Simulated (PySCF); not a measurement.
GeH5Si, SMILES [SiH2][GeH3], multiplicity 2.

Coordinates come from a B3LYP-D3(BJ)/def2-TZVP optimisation. The isomer is the one that the SMILES or the coordinates give; other isomers of the formula were not compared.

All values below come from PySCF 2.14.0 with TDA-ωB97X/def2-SVPD.

Vertical excitations. Isolated molecule, no solvent.

Computed lowest excited states:
| state | energy (eV) | λ (nm) | f | main pairs |
|---|---|---|---|---|
| root 1 | 3.73 | 332 | 0.009 | β HOMO→LUMO 97 % |
| root 2 | 4.93 | 252 | 0.002 | β HOMO−1→LUMO 54 %, β HOMO−3→LUMO 38 % |
| root 3 | 5.18 | 239 | 0.008 | α HOMO→LUMO+2 83 % |
| root 4 | 5.24 | 236 | 0.057 | α HOMO→LUMO 69 %, α HOMO→LUMO+7 12 %, α HOMO→LUMO+1 10 % |
| root 5 | 5.57 | 223 | 0.013 | α HOMO→LUMO+1 69 %, α HOMO→LUMO+5 14 % |
| root 6 | 6.21 | 200 | 0.030 | α HOMO→LUMO+3 38 %, α HOMO→LUMO+1 8 %, β HOMO−2→LUMO 36 % |
| root 7 | 6.34 | 196 | 0.120 | α HOMO→LUMO+5 19 %, α HOMO→LUMO+3 11 %, α HOMO→LUMO+1 8 %, β HOMO−2→LUMO 51 % |
| root 8 | 6.39 | 194 | 0.000 | β HOMO−3→LUMO 57 %, β HOMO−1→LUMO 39 % |
| root 9 | 6.55 | 189 | 0.033 | α HOMO→LUMO+4 74 %, β HOMO→LUMO+3 8 % |
| root 10 | 6.56 | 189 | 0.027 | α HOMO→LUMO+5 50 %, α HOMO→LUMO+3 32 %, β HOMO−2→LUMO 5 % |
Unrestricted roots are not spin-pure.
